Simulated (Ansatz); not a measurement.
Isolated molecules relaxed with PBE0-D4/def2-TZVP in Ansatz; ΔE leaves out vibrations. CCSD(T)/CBS adds triple-zeta CCSD(T) − MP2 to the extrapolated MP2 energy (def2 sets, frozen cores). This one scheme is used for every species. Functionals use def2-TZVPP. For V outer-core shells are correlated without core-valence functions, which leaves a few kJ/mol of doubt a bond. Scalar relativity is left out up to krypton.

Reaction (formal exchange of groups at a V–Cl bond): `[CH3][V](=[O])([F])[Cl]` + CH₄ → `[CH3][V]([CH3])(=[O])[F]` + HCl

`[CH3][V](=[O])([F])[Cl]`:

Cartesian coordinates in Å:
```
C -0.814 -0.615 -0.258
V 0.699 0.606 0.160
O 1.514 0.604 -1.154
F 0.020 2.155 0.486
Cl 1.797 -0.308 1.757
H -1.365 -0.177 -1.094
H -0.417 -1.592 -0.536
H -1.434 -0.675 0.640
```

CH₄:

Cartesian coordinates in Å:
```
C 0.000 0.000 0.000
H -0.713 -0.806 -0.167
H -0.523 0.956 -0.011
H 0.752 -0.011 -0.788
H 0.484 -0.138 0.966
```

`[CH3][V]([CH3])(=[O])[F]`:

```xyz
11

C    -0.988   -1.217    0.553
V     0.661   -0.392   -0.213
C     0.374    1.578   -0.364
O     1.756   -0.569    0.874
F     1.067   -1.092   -1.744
H    -1.794   -1.103   -0.178
H    -0.806   -2.275    0.756
H    -1.237   -0.707    1.488
H     1.307    2.061   -0.665
H     0.064    1.966    0.609
H    -0.402    1.750   -1.116
```

HCl:

```xyz
2

Cl    0.492   -0.061   -0.404
H    -0.492    0.061    0.404
```

Q: Is it downhill or uphill in electronic energy at CCSD(T)/CBS, and by how much? (Best estimate.)

A: Computed: Uphill: ΔE = +161.3 kJ/mol.

Q: What do these levels give: PBE-D4, PBE-QIDH, BLYP, SCS-MP2/def2-TZVPP, HF/def2-QZVPP, MP2/def2-QZVPP? (An estimate is asked.)

A: Ansatz gave: PBE-D4 167.8, PBE-QIDH 173.8, BLYP 171.2, SCS-MP2/def2-TZVPP 176.1, HF/def2-QZVPP 161.9, MP2/def2-QZVPP 181.6 kJ/mol.

Largest T1 diagnostic among the species: 0.031, so the coupled-cluster value is less sure than usual.

Leaving LDA and LC-ωPBE aside and taking each functional with its dispersion term where it has one, the values, not all of them listed here, spread over 19.5 kJ/mol, from ωB97M-V to B2PLYP. At CCSD(T), def2-SVP lies +8.3 kJ/mol from the extrapolated value and def2-TZVPP +1.3 kJ/mol.
